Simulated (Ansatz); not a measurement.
Species: [Mo(F)4(NH2)2] (charge 0, multiplicity 1), formula H$_{4}$F$_{4}$MoN$_{2}$.

**Question.** How many basis functions does frozen-core CCSD(T)/def2-TZVPP // BP86-D3(BJ)/def2-SVP in Ansatz (an electronic-structure program) use, how many core orbitals are frozen, and how many electrons are correlated?

**Answer.** 298 basis functions and 6 frozen orbitals, which leaves 56 correlated electrons. Core time is of the order of hours.
